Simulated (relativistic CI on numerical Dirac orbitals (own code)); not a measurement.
## One change at a time: Ta XXXVI

Base calculation: Dirac-Coulomb-Breit CI, separate exchange-only KLI orbitals for each configuration, model QED, unscaled Slater integrals.

Configurations in the expansion (outside the closed core [Ar] 3d10): 4s2 4p6 4d2, 4s2 4p6 4d 4f, 4s2 4p5 4d3, 4s 4p6 4d3, 4s2 4p5 4d2 4f, 4s 4p6 4d2 4f, 4s2 4p6 4d 5s, 4s2 4p6 4f 5s, 4s2 4p6 4d 5p, 4s2 4p6 4f2, 4s2 4p5 4f3, 4s 4p6 4f3, 4s2 4p6 4f 5p, 4s2 4p5 4f2 5p, 4s 4p6 4f2 5p. Double excitations out of closed p, d and f shells are left out; levels of such configurations are missing from the list, as are those of other unlisted configurations, and high levels can miss mixing partners.

Variants: (1) P86 correlation estimate; (2) Breit term removed; (3) one mean potential for all configurations. Shifts of the energy above 4s2 4p6 4d2 3F_2, in cm⁻¹, for the lowest level and the first level of each name with at least 55 % of one term (blank where a level changes its place among those of its configuration and J or its character, or is not in the variant):

```json
{"Level": "4s2 4p6 4d2 3F_2", "Base": "0", "Δ(1)": "0", "Δ(2)": "0", "Δ(3)": "0"}
{"Level": "4s2 4p6 4d2 3P_0", "Base": "67434", "Δ(1)": "-9", "Δ(2)": "-353", "Δ(3)": "-12"}
{"Level": "4s2 4p6 4d2 3F_3", "Base": "129131", "Δ(1)": "+4", "Δ(2)": "+3173", "Δ(3)": "+16"}
{"Level": "4s2 4p6 4d2 1G_4", "Base": "170454", "Δ(1)": "+8", "Δ(2)": "+3783", "Δ(3)": "+5"}
{"Level": "4s2 4p6 4d2 3P_1", "Base": "171193", "Δ(1)": "+3", "Δ(2)": "+2586", "Δ(3)": "+6"}
{"Level": "4s2 4p6 4d2 3F_4", "Base": "285688", "Δ(1)": "+8", "Δ(2)": "+6340", "Δ(3)": "+21"}
{"Level": "4s2 4p6 4d2 1S_0", "Base": "391980", "Δ(1)": "-51", "Δ(2)": "+5113", "Δ(3)": "-5"}
{"Level": "4s2 4p5 4d3 5D°_0", "Base": "1262604", "Δ(1)": "+1388", "Δ(2)": "+3262", "Δ(3)": "-101"}
{"Level": "4s2 4p5 4d3 3P°_1", "Base": "1526182", "Δ(1)": "+1833", "Δ(2)": "+8318", "Δ(3)": "-138"}
{"Level": "4s2 4p5 4d3 3I°_7", "Base": "1537678", "Δ(1)": "+1414", "Δ(2)": "+11632", "Δ(3)": "-107"}
```

At this charge energies of transitions that change n are usually good to better than 1 %, and those within a shell (Δn = 0) to a few per cent. Terms inside the open d or f shell come out 10 to 20 % too wide with unscaled integrals.

Ionisation energy from the two ground configurations alone: base 1489.69 eV; P86 correlation estimate 1491.64 eV; Breit term removed 1490.61 eV. The NIST ASD value (theoretical) is 1490 eV.

LS names give the leading component of a level, which can be under half, so a name can repeat, a term be missing and a line seem to break the LS rules.
